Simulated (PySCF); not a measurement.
**MP2, SCS-MP2 and SOS-MP2 from spin components**

System: C$_{2}$H$_{7}$S, charge +1, singlet, at a GFN2-xTB geometry. Level: MP2/6-31G run with PySCF. Sums are taken with unrounded values, so a last digit can differ.

PySCF was given this input:
```python
from pyscf import gto, scf, mp

mol = gto.M(
    atom='''
C    -1.39687184    0.83554816   -0.41512115
C    -0.64617244   -0.47232902   -0.36364883
S     1.03921045   -0.29895051    0.37330792
H    -1.56034075    1.25061175    0.57694656
H    -0.88922469    1.57243792   -1.03357573
H    -2.37373727    0.65209273   -0.85884729
H    -1.15365990   -1.21533529    0.25229539
H    -0.48347414   -0.89395523   -1.35599440
H     1.41579051    0.79650901   -0.32877442
H     0.67554476    0.44153247    1.44764304
''',
    basis='6-31g',
    charge=1,
    verbose=5,
)

mf = scf.RHF(mol)
mf.kernel()

pt = mp.MP2(mf)
pt.kernel()
print('E(MP2) = %.10f' % pt.e_tot)
mf.analyze()
```

It gave an SCF energy of -476.949376 Eh, a same-spin correlation energy of -0.047494 Eh and an opposite-spin one of -0.201199 Eh.

### Question
Work out the MP2, SCS-MP2 (6/5 and 1/3) and SOS-MP2 (1.3 and 0) correlation and total energies.

### Answer
MP2: -0.201199 + (-0.047494) = -0.248693 Eh, total -477.198069 Eh, as the program printed. SCS-MP2: 1.2 × (-0.201199) + (-0.047494)/3 = -0.257270 Eh, total -477.206646 Eh. SOS-MP2: 1.3 × (-0.201199) = -0.261558 Eh, total -477.210934 Eh. Opposite spins carry 81 % of the MP2 correlation; same-spin pairs are already kept apart by exchange.
